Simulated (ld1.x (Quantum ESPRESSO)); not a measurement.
## PBE PAW dataset for ruthenium (Ru), scalar-relativistic all-electron reference.

ld1.x (Quantum ESPRESSO) 7.5 input, shortened:

```
&input
   title='Ru', zed=44., rel=1, dft='PBE', iswitch=3,
   config='[Kr] 4d7 5s1 5p0'
 /
 &inputp
   pseudotype=3, lpaw=.true., tm=.true., lloc=-2, rcloc=2.25,
   nlcc=.true., new_core_ps=.true.,
   which_augfun='PSQ', rmatch_augfun_nc=.true.
 /
6
5S  1  0   1.00   0.00  2.50  3.00  0.0
5S  1  0   0.00   0.30  2.50  3.00  0.0
5P  2  1   0.00   0.00  2.20  2.90  0.0
5P  2  1   0.00   0.90  2.20  2.90  0.0
4D  3  2   7.00   0.00  1.00  1.30  0.0
4D  3  2   0.00   1.30  1.00  1.30  0.0
 &test
   configts(1)='4d7 5s1 5p0'
 /
```

Q: Estimate the cutoffs (Ry, on a coarse ladder) from which the occupation-weighted sum of valence levels, in a spherical-Bessel basis at the reference potential, stays within 10 and 1 mRy of its value at 400 Ry.

A: 60 Ry and 100 Ry.

Q: Does the potential have ghost states?

A: No extra level below or beside the all-electron valence levels (s, p, d, f tested).

Q: Is the overlap operator S = 1 + Σ q|β⟩⟨β| positive definite (Bessel basis up to 400 Ry)?

A: Yes: its lowest eigenvalue is 0.37 (s channel).

Q: Which valence shell sets the plane-wave cutoff?

A: 4d: its level needs 60 Ry to come within 1 mRy, against 6 Ry for 5s.

Q: Tests: 4d7 5s0 5p0; 4d6 5s0 5p0; 4d5 5s0 5p0; 4d6 5s1 5p0; 4d7.5 5s0.5 5p0; 4d7 5s0.5 5p0; 4d4 5s0 5p0. Which has the largest error in its energy relative to the reference configuration, and how large is it?

A: 4d4 5s0 5p0, with -1259 meV (all-electron minus pseudo) on +100.61 eV.
